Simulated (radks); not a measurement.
Spherical jellium clusters: N electrons in a uniform positive sphere of charge N and radius rs N^(1/3), rs = 2.89 bohr. Calculated with a radial shooting solver with Libxc functionals: non-relativistic Kohn-Sham, LDA (Slater exchange, Perdew-Wang correlation), spin-polarised, spherical densities. Levels are named by radial order and angular momentum (1s, 1p, 1d, 2s, ...), and open shells are averaged over m.

N = 23, configuration 1s2 1p6 1d10 2s2 1f(up 3, down 0). This is the lowest configuration that the search found. Occupied and some empty levels:

level,occupation,eigenvalue (eV),<r> (bohr)
1s up,1,-7.8047,5.064
1s down,1,-7.6505,4.943
1p up,3,-6.4314,6.043
1p down,3,-6.2092,5.980
1d up,5,-4.7260,6.785
1d down,5,-4.4683,6.766
2s up,1,-3.9739,5.849
2s down,1,-3.8278,5.913
1f up,3,-2.7865,7.507
1f down,0,-2.5195,7.536
2p up,0,-2.0018,7.570
2p down,0,-1.8617,7.656
1g up,0,-0.73642,8.465
1g down,0,-0.49146,8.614
2d up,0,-0.46754,10.59
2d down,0,-0.36468,10.98

Energy (eV): total -34.7814, kinetic 71.559, external -2051.0, Hartree 1003.0, exchange-correlation -109.22, background 1050.9.
